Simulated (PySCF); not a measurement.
Cl₄Zr, SMILES [Cl][Zr]([Cl])([Cl])[Cl] (connectivity only; charge and spin as stated), charge -1, multiplicity 2.

Coordinates come from a PBE-D3(BJ)/def2-SVPD optimisation. The geometry has at least one imaginary mode, so it is a saddle point at that level. The spin state was assumed, not searched. The isomer is the one that the SMILES or the coordinates give; other isomers of the formula were not compared. The def2 effective core potentials stand for the cores of Zr; spin–orbit coupling is left out.

Two levels are set side by side: PBE/def2-SVPD (PySCF) and ωB97X/def2-SVPD (PySCF). Same geometry, gas phase. Differences are taken from unrounded values.

```csv
quantity,ωB97X
α-spin orbital gap (eV),6.99
β-spin orbital gap (eV),11.65
mean polarisability (bohr³),107.4
```

What does PBE give, and how far is it from ωB97X? (An estimate is asked for; the answer gives what the named calculation found.)


```tsv
quantity	PBE	PBE minus ωB97X
α-spin orbital gap (eV)	0.20	-6.79
β-spin orbital gap (eV)	5.15	-6.50
mean polarisability (bohr³)	121.0	13.6
```

PBE's more diffuse valence density responds more strongly to a field. Differences between two approximate levels are no errors against the true value.

Rough cost on one machine, each run with all the roots and properties that it gave: ωB97X against PBE within a factor of 2.
